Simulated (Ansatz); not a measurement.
C$_{2}$H$_{7}$BrN$_{2}$Si, SMILES `C=C[Si](N)(N)Br`. Total charge 0; spin multiplicity 1. Correlated methods include outer-core shells of Br, which these sets cover unevenly. Scalar relativity is left out up to krypton.

```xyz
13

C     0.426    1.328    1.621
C    -0.581    0.810    0.923
Si   -0.347   -0.248   -0.580
N    -0.551   -1.933   -0.425
N     1.226    0.024   -1.165
Br   -2.016    0.336   -1.974
H     0.263    1.935    2.508
H     1.461    1.163    1.336
H    -1.599    1.004    1.259
H    -1.452   -2.351   -0.582
H     0.009   -2.457    0.228
H     1.583    0.962   -1.250
H     1.576   -0.572   -1.899
```

Task: Give the diagnostics of a CCSD(T)/def2-TZVPP run (frozen core, the Gaussian-basis code of Ansatz). (Estimate.)

Result: The calculation gave: T1 = 0.0094, largest single amplitude 0.010, largest double 0.066, (T) share of the correlation energy 3.9 %, 9 CCSD cycles. The RHF solution is stable towards an unrestricted one. T1 lies under the customary mark of 0.02 for closed shells.
